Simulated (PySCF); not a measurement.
Gas-phase reaction: 2 SnF₃ + 4 O ⇌ 2 SnO₂ + 3 F₂

Energies from PySCF, thermal terms from the rigid-rotor harmonic-oscillator model, ideal gas at 1 bar. † marks an energy on the PBE0/def2-TZVP geometry and frequencies. Open shells (unrestricted): SnF₃ (multiplicity 2), O (multiplicity 3); the rest are closed-shell singlets. Spin-orbit splitting is ignored; it lowers the true energy and changes the entropy of O. B3LYP is the form with VWN-RPA correlation. Sn: scalar-relativistic def2 core potential, no spin-orbit coupling. SnF₃, SnO₂: computed as isolated molecules; such fragments, hydroxides, amides, oligomers or adducts are transient or little studied in the gas.

PBE0/def2-SVP† gives ΔH°(298 K) = 567 kJ.

### Question
What do r2SCAN/def2-TZVP†, BLYP/def2-TZVP†, B3LYP/def2-TZVP† give?

### Answer
r2SCAN/def2-TZVP†: 481 kJ; BLYP/def2-TZVP†: 279 kJ; B3LYP/def2-TZVP†: 497 kJ. For scale, ΔH°(298 K) is 567 kJ at this level, 542 kJ at ωB97M-V/def2-TZVP†, and runs from -23 to 1760 kJ over the 17 levels computed.
